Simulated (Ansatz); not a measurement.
This triplet is an excited state, 1.44 eV above the relaxed singlet at the level B3LYP/cc-pVTZ // PBE0-D3(BJ)/def2-TZVP (Ansatz, a program for electronic structure).

A geometry relaxed with PBE0-D3(BJ)/def2-TZVP run with Ansatz, charge 0, multiplicity 3:

```xyz
4

Ge    -0.8809     0.3504    -0.5730
N      1.9898     0.0032     0.3635
C      0.8819     0.1021     0.0412
H     -1.9908    -0.4557     0.1214
```

Q: Write the SMILES of this molecule.

A: `N#[C][GeH]`
